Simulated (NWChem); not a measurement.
# vinylidene fluoride (C2H2F2); SMILES FC(F)=C

Program: NWChem. Pople sets run with spherical d functions. All runs use the structure optimised with B3LYP/6-31G* (spherical d). B3LYP is NWChem's, with the RPA form of VWN correlation. Level: B3LYP/6-31G* with SMD (1 M gas to 1 M solution), gas-phase geometry.

For solvent n-hexane:

```
Quantity                                     Result
-------------------------------------------  ------
solvation free energy (kcal/mol)               -0.2
cavity-dispersion-structure term (kcal/mol)     0.6
dipole in solution (D)                         1.16
```

Q: How do the values read with solvent water instead?

A: The solvation free energy (kcal/mol) is 2.4 and the cavity-dispersion-structure term (kcal/mol) is 4.2. The dipole in solution (D) comes out as 1.33.
